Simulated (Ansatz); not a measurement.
```xyz
7

N    -0.430    0.229   -1.135
Nb    0.225   -0.140    0.643
S    -1.256   -1.391    1.513
Cl    2.234   -1.223    0.508
Cl    0.428    1.818    1.804
H     0.086    0.812   -1.784
H    -1.288   -0.105   -1.548
```

Charge 0, multiplicity 1. Nb: def2 effective core potential.

Q: List the PBE0/def2-TZVPP orbital energies in eV (Ansatz 0.2.0). (Best estimate.)

A: Ansatz gave: Occupied: -2767.58, -2767.58, -2422.29, -392.25, -259.43, -259.43, -217.66, -197.66, -197.66, -197.61, -197.61, -197.59, -197.59, -161.42, -161.40, -161.39, -66.77, -41.06, -40.99, -40.97, -24.31, -22.81, -22.67, -18.78, -14.86, -12.40, -11.10, -11.05, -10.37, -10.35, -9.92, -9.61, -9.03, -8.78, -8.28, -8.05. Lowest empty: -2.80, -2.30, -1.74, -1.45, -1.04, -0.22, 0.89, 1.06.
